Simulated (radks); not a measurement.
Results of a calculation; reference values are marked as such.
Ionisation of neutral dysprosium, [Xe] 4f10 6s2, to [Xe] 4f10 6s1 as the strength of local exchange is varied. Level of theory: Dirac Kohn-Sham, Slater X-alpha exchange (alpha = 2/3 is LDA exchange), no correlation, spin-unpolarised, spherical densities, point nucleus; open shells fill j = l - 1/2 first (a radial shooting solver on a logarithmic mesh with Libxc functionals).

| alpha | E(Dy) (hartree) | exchange (hartree) | IE (eV) | -e of the level emptied (eV) | <r> of it (bohr) |
|---|---|---|---|---|---|
| 0.601 | -12129.1690 | -224.6498 | 5.285 | 2.811 (6s1/2) | 4.250 |
| 0.667 | -12153.8672 | -249.8819 | 5.583 | 3.076 (6s1/2) | 4.176 |
| 0.692 | -12163.2371 | -259.4674 | 5.701 | 3.182 (6s1/2) | 4.148 |
| 0.738 | -12180.4983 | -277.1448 | 5.921 | 3.382 (6s1/2) | 4.096 |
| 0.743 | -12182.3761 | -279.0694 | 5.945 | 3.404 (6s1/2) | 4.091 |
| 0.845 | -12220.7526 | -318.4647 | 6.456 | 3.874 (6s1/2) | 3.979 |
| 1.005 | -12281.2137 | -380.7736 | 7.308 | 4.669 (6s1/2) | 3.814 |

NIST Atomic Spectra Database: 5.939 eV (measured). The Delta-SCF value meets it near alpha = 0.74. Spin polarisation and multiplet splitting are left out, so open shells lie too high by an amount that depends on their filling.

Beside tabulated values, note that spin-unpolarised runs miss the spin-polarisation part of the exchange energy of open shells.
